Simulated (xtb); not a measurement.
xtb input (GFN2-xTB):

```bash
xtb mol.xyz --gfn 2 --ohess tight --chrg -1 --uhf 0
```
mol.xyz:
```
14

Si    -0.54295003    -0.26204240    -0.65310203
C     -1.22157272     1.46084986    -1.08271307
C     -1.43837727    -1.13005864     0.76178990
O      1.00567664    -0.06920380    -0.23462154
Si     2.54463512    -0.39402358     0.32345872
H     -2.21937204     1.44706272    -1.40404599
H     -0.59481150     1.96203136    -1.79668246
H     -1.22304229     2.10648059    -0.15457297
H     -0.95948078    -2.00718189     0.97517103
H     -1.47351968    -0.50036638     1.61527373
H     -2.50318371    -1.35191405     0.42421398
H      3.24752809    -1.06911197    -0.75174451
H      2.39309310    -1.26191948     1.49433692
H      3.09700220     0.90555197     0.69068615
```

Output:

```
           -------------------------------------------------
          |                Calculation Setup                |
           -------------------------------------------------

           -------------------------------------------------
          |                 G F N 2 - x T B                 |
           -------------------------------------------------

        Reference                      10.1021/acs.jctc.8b01176
      * Hamiltonian:
        H0-scaling (s, p, d)           1.850000    2.230000    2.230000
        zeta-weighting                 0.500000
      * Dispersion:
        s8                             2.700000
        a1                             0.520000
        a2                             5.000000
        s9                             5.000000
      * Repulsion:
        kExp                           1.500000    1.000000
        rExp                           1.000000
      * Coulomb:
        alpha                          2.000000
        third order                    shell-resolved
        anisotropic                    true
        a3                             3.000000
        a5                             4.000000
        cn-shift                       1.200000
        cn-exp                         4.000000
        max-rad                        5.000000

          ...................................................
          :                      SETUP                      :
          :.................................................:
          :  # basis functions                  41          :
          :  # atomic orbitals                  39          :
          :  # shells                           21          :
          :  # electrons                        32          :
          :  max. iterations                   250          :
          :  Hamiltonian                  GFN2-xTB          :
          :  restarted?                      false          :
          :  GBSA solvation                  false          :
          :  PC potential                    false          :
          :  electronic temp.          300.0000000     K    :
          :  accuracy                    1.0000000          :
          :  -> integral cutoff          0.2500000E+02      :
          :  -> integral neglect         0.1000000E-07      :
          :  -> SCF convergence          0.1000000E-05 Eh   :
          :  -> wf. convergence          0.1000000E-03 e    :
          :  Broyden damping             0.4000000          :
          :  net charge                         -1          :
          :  unpaired electrons                  0          :
          ...................................................

 iter      E             dE          RMSdq      gap      omega  full diag
   1    -16.6295374 -0.166295E+02  0.971E+00    2.25       0.0  T
   2    -15.9397333  0.689804E+00  0.112E+01    0.11       1.0  T
   3    -16.6632683 -0.723535E+00  0.705E+00    3.38       1.0  T
   4    -16.7225802 -0.593120E-01  0.538E+00    3.07       1.0  T
   5    -16.7375462 -0.149659E-01  0.420E+00    2.92       1.0  T
   6    -16.7596897 -0.221435E-01  0.296E+00    2.35       1.0  T
[...]
   8 O   14 Si          1     1.5649886     1.5649886     1.5649886

           -------------------------------------------------
          |               Frequency Printout                |
           -------------------------------------------------
 projected vibrational frequencies (cm⁻¹)
eigval :       -0.00    -0.00     0.00     0.00     0.00     0.00
eigval :       16.08    73.48   104.40   121.28   133.02   196.79
eigval :      199.84   269.37   392.84   614.89   631.16   640.24
eigval :      656.49   757.97   774.71   787.55   805.47   826.67
eigval :      850.00   873.09  1098.23  1369.38  1374.45  1524.25
eigval :     1527.50  1543.00  1549.62  2033.14  2042.34  2104.35
eigval :     2890.31  2903.19  2938.59  2947.03  2966.09  2971.25
 reduced masses (amu)
   1: 18.14   2: 19.36   3: 19.63   4: 15.88   5: 14.54   6: 21.15   7:  3.55   8: 10.56
   9: 15.64  10:  1.99  11:  1.85  12: 10.69  13: 13.49  14: 16.02  15: 21.16  16:  4.56
  17: 13.71  18:  5.63  19: 14.96  20:  3.03  21:  4.59  22:  4.51  23:  4.89  24:  2.35
  25:  2.45  26:  3.15  27: 19.95  28:  3.10  29:  3.04  30:  1.65  31:  1.63  32:  1.65
  33:  1.63  34:  2.03  35:  2.05  36:  1.30  37:  1.78  38:  1.76  39:  1.85  40:  1.83
  41:  1.53  42:  1.53
 IR intensities (km·mol⁻¹)
   1:  2.66   2:  9.47   3:  5.23   4:  6.68   5:  2.23   6:  4.89   7:  0.01   8:  0.02
   9:  0.18  10:  0.03  11:  0.06  12:  1.93  13:  1.34  14: 21.37  15: 99.58  16:104.90
  17: 13.75  18:140.48  19: 63.87  20:  5.21  21: 19.82  22:136.64  23: 45.42  24:267.05
Molecule has no symmetry elements
It seems to be the C1 point group
  25:272.10  26:324.87  27:491.84  28:  4.23  29:  3.49  30:  3.27  31:  3.86  32:  0.19
  33: 10.21  34:601.64  35:691.09  36:205.86  37: 24.45  38:247.46  39: 17.66  40:268.96
  41:146.51  42: 26.27
 Raman intensities (Ä⁴*amu⁻¹)
   1:  0.00   2:  0.00   3:  0.00   4:  0.00   5:  0.00   6:  0.00   7:  0.00   8:  0.00
   9:  0.00  10:  0.00  11:  0.00  12:  0.00  13:  0.00  14:  0.00  15:  0.00  16:  0.00
  17:  0.00  18:  0.00  19:  0.00  20:  0.00  21:  0.00  22:  0.00  23:  0.00  24:  0.00
  25:  0.00  26:  0.00  27:  0.00  28:  0.00  29:  0.00  30:  0.00  31:  0.00  32:  0.00
  33:  0.00  34:  0.00  35:  0.00  36:  0.00  37:  0.00  38:  0.00  39:  0.00  40:  0.00
  41:  0.00  42:  0.00
 output can be read by thermo (or use thermo option).
 writing <g98.out> molden fake output.
 recommended (thermochemical) frequency scaling factor: 1.0
           -------------------------------------------------
          |             Thermodynamic Functions             |
           -------------------------------------------------

c1  symmetry found (for desy threshold:  0.10E+00) used in thermo

          ...................................................
          :                      SETUP                      :
          :.................................................:
          :  # frequencies                          36      :
          :  # imaginary freq.                       0      :
          :  linear?                             false      :
          :  only rotor calc.                    false      :
          :  symmetry                               c1      :
          :  rotational number                       1      :
          :  scaling factor                  1.0000000      :
          :  rotor cutoff                   50.0000000 cm⁻¹ :
          :  imag. cutoff                  -20.0000000 cm⁻¹ :
          :.................................................:

    mode    ω/cm⁻¹     T·S(HO)/kcal·mol⁻¹    T·S(FR)/kcal·mol⁻¹   T·S(vib)
   ------------------------------------------------------------------------
       1     16.08    -2.10732 (  1.06%)    -1.39135 ( 98.94%)    -1.39892
       2     73.48    -1.20983 ( 82.35%)    -0.94219 ( 17.65%)    -1.16259
       3    104.40    -1.00492 ( 95.00%)    -0.83826 (  5.00%)    -0.99659
       4    121.28    -0.91827 ( 97.19%)    -0.79388 (  2.81%)    -0.91478
       5    133.02    -0.86521 ( 98.04%)    -0.76652 (  1.96%)    -0.86328
       6    196.79    -0.64485 ( 99.59%)    -0.65055 (  0.41%)    -0.64488
       7    199.84    -0.63641 ( 99.61%)    -0.64599 (  0.39%)    -0.63645
       8    269.37    -0.47712 ( 99.88%)    -0.55758 (  0.12%)    -0.47722
   ------------------------------------------------------------------------

   temp. (K)  partition function   enthalpy   heat capacity  entropy
                                   cal/mol     cal/K/mol   cal/K/mol   J/K/mol
 298.15  VIB  0.325E+04             4298.873     24.481     27.910
         ROT  0.232E+06              888.752      2.981     27.537
         INT  0.756E+09             5187.625     27.462     55.447
         TR   0.104E+28             1481.254      4.968     39.853
         TOT                        6668.8789    32.4304    95.2999   398.7350

       T/K    H(0)-H(T)+PV         H(T)/Eh          T*S/Eh         G(T)/Eh
   ------------------------------------------------------------------------
    298.15    0.106275E-01    0.109746E+00    0.452801E-01    0.644661E-01
   ------------------------------------------------------------------------

         :::::::::::::::::::::::::::::::::::::::::::::::::::::
         ::                  THERMODYNAMIC                  ::
         :::::::::::::::::::::::::::::::::::::::::::::::::::::
         :: total free energy         -16.563355938175 Eh   ::
         ::.................................................::
         :: total energy              -16.627822038158 Eh   ::
         :: zero point energy           0.099118644579 Eh   ::
         :: G(RRHO) w/o ZPVE           -0.034652544596 Eh   ::
         :: G(RRHO) contrib.            0.064466099982 Eh   ::
Note: The following floating-point exceptions are signalling: IEEE_UNDERFLOW_FLAG IEEE_DENORMAL
normal termination of xtb
         :::::::::::::::::::::::::::::::::::::::::::::::::::::

optimized geometry written to: xtbopt.xyz

           -------------------------------------------------
          | TOTAL ENERGY              -16.627822038158 Eh   |
          | TOTAL ENTHALPY            -16.518075858565 Eh   |
          | TOTAL FREE ENERGY         -16.563355938175 Eh   |
          | GRADIENT NORM               0.000346363063 Eh/α |
          | HOMO-LUMO GAP               3.167554276607 eV   |
           -------------------------------------------------

------------------------------------------------------------------------
------------------------------------------------------------------------
 total:
 SCF:
 ANC optimizer:
 analytical hessian:
```

It need not be the lowest isomer of its formula. Whether it binds its extra electron was not tested at this geometry.
